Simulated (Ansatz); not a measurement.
One change: `[CH3][Mo]([CH3])(=[O])=[S]` becomes `[CH3][W]([CH3])(=[O])=[S]`.

Ansatz, PBE0-D4/def2-TZVP geometries, multiplicity 1. 

Elements past krypton have def2 core potentials.

| property | `[CH3][Mo]([CH3])(=[O])=[S]` |
| --- | --- |
| HOMO energy (B3LYP/def2-TZVPP) / eV | -7.36 |
| size of the dipole moment (ωB97M-V/def2-TZVPP) / D | 3.19 |
| size of the dipole moment (B3LYP/def2-TZVPP) / D | 3.16 |
| zero-point energy (PBE0-D4/def2-TZVP) / kJ/mol | 197.5 |
| HOMO energy (ωB97M-V/def2-TZVPP) / eV | -9.70 |
| HOMO energy (PBE/def2-TZVPP) / eV | -6.41 |

What does the change do to each property? (Best estimate.)

The calculation gave: 
| property | `[CH3][W]([CH3])(=[O])=[S]` | shift |
| --- | --- | --- |
| HOMO energy (B3LYP/def2-TZVPP) / eV | -7.31 | 0.05 |
| size of the dipole moment (ωB97M-V/def2-TZVPP) / D | 3.52 | 0.33 |
| size of the dipole moment (B3LYP/def2-TZVPP) / D | 3.48 | 0.32 |
| zero-point energy (PBE0-D4/def2-TZVP) / kJ/mol | 197.3 | -0.2 |
| HOMO energy (ωB97M-V/def2-TZVPP) / eV | -9.67 | 0.03 |
| HOMO energy (PBE/def2-TZVPP) / eV | -6.36 | 0.05 |

Dipoles are sizes alone; their direction can turn.

B3LYP here is the variant with VWN-RPA as its local correlation; programs differ in this.
